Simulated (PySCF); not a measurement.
C2H5Si, neutral, multiplicity 2. Atoms are numbered in the order given.

```xyz
8

C     -0.3919     1.5673     0.0000
Si     0.5018     0.1218     0.0000
C     -0.3047    -1.5786     0.0000
H      0.0606     2.5511     0.0000
H     -1.4792     1.5433     0.0000
H     -1.3888    -1.4329     0.0000
H     -0.0191    -2.1492    -0.8855
H     -0.0191    -2.1492     0.8855
```
Charge 0, spin multiplicity 2.

Geometry: ωB97X-D3(BJ)/def2-TZVP. The isomer is the one that the SMILES or the coordinates give; other isomers of the formula were not compared.

Calculation: M06-2X/def2-TZVPD (PySCF).

```json
{
 "total_energy": "-368.59359 hartree",
 "point_group": "Cs",
 "α spin, highest occupied and lowest empty level": "-7.34 and -0.13 eV",
 "β spin, highest occupied and lowest empty level": "-7.25 and -2.80 eV",
 "dipole_moment": "1.77 D",
 "quadrupole, principal values (traceless, Buckingham form, about the centre of nuclear charge)": "-2.22, 0.61, 1.60 D·Å",
 "mean_static_polarisability": "60.3 bohr³ (8.93 Å³)",
 "polarisability_principal_values": "51.5, 53.9, 75.4 bohr³",
 "⟨S²⟩": "0.765 (pure state 0.75)"
}
```
